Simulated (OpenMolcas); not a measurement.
**Co6+, Rh6+, Ir6+: d3 down the group**

```yaml
Program: OpenMolcas 26.06
Method: SS-CASPT2, IPEA 0.25 Eh, imaginary shift 0.1 Eh
Basis: ANO-RCC-VQZP
Scalar_Hamiltonian: DKH2, point nucleus
Spin-orbit_coupling: RASSI with atomic mean-field integrals over the reference wave functions, term energies averaged over their components
```

Active space for each ion: 3 electrons in 5 orbitals (d); closed shells correlated by CASPT2: Co6+ 3s 3p; Rh6+ 4s 4p; Ir6+ 5s 5p.

Computed levels in cm-1 above 4F 3/2:

| Level | Co6+ | Rh6+ | Ir6+ |
| --- | --- | --- | --- |
| 4F 5/2 | 729 | 1802 | 7920 |
| 4F 7/2 | 1700 | 3930 | 13880 |
| 4F 9/2 | 2870 | 6180 | 17400 |
| 4P 1/2 | 21900 | 15290 | 20060 |
| 4P 5/2 | 23030 | 17960 | 29210 |
| 2G 7/2 | 23560 | 17700 | 27050 |
| 2G 9/2 | 24500 | 18830 | 43830 |
| 2P 1/2 | 32140 | 23560 | 35220 |
| 2H 9/2 | 32560 | 24970 | 28330 |
| weight of 4F in the lowest level (%) | 100 | 97 | 80 |

Mixed levels, with the weight of the term that names them: Rh6+ 2G 9/2 (67 %), Rh6+ 2H 9/2 (71 %), Ir6+ 4F 9/2 (51 %), Ir6+ 4P 1/2 (71 %), Ir6+ 2G 9/2 (58 %), Ir6+ 2P 1/2 (71 %), Ir6+ 2H 9/2 (56 %).

Measured, with the error of the calculation in %. Measured levels: Co6+ from Sugar and Corliss, J. Phys. Chem. Ref. Data 10, 1097 (1981).

```
 Level          Co6+
4F 5/2    698 (+4.4)
4F 7/2   1610 (+5.6)
4F 9/2   2723 (+5.5)
4P 1/2  21096 (+3.8)
4P 5/2  22187 (+3.8)
```

The fine-structure level 4F 9/2 changes by a factor of 6.06 from Co6+ to Ir6+.

Without spin-orbit coupling 4P lies 20950, 13260, 12630 cm-1 above 4F in that order; the difference to the level 4P 1/2, of either sign, comes from spin-orbit coupling, which also lowers the zero.

CASPT2 breaks the degeneracy within a term, and the mean is taken; among the terms shown or strongly mixed into the levels shown the widest spread is 910 cm-1 (3d3 2H, Co6+). The CASPT2 spread within a term exceeds the gap to the next term for 3d3 2P and 3d3 2H, so the order of their levels is uncertain (figures for Co6+; the like holds for Rh6+, Ir6+). Computed and measured levels are paired by configuration, term and J; levels that our copy of the source lacks, or whose pairing is in doubt (as where it misses far off the trend of its configuration), stay unpaired and out of the deviations. Levels of configurations outside the active space are missing.
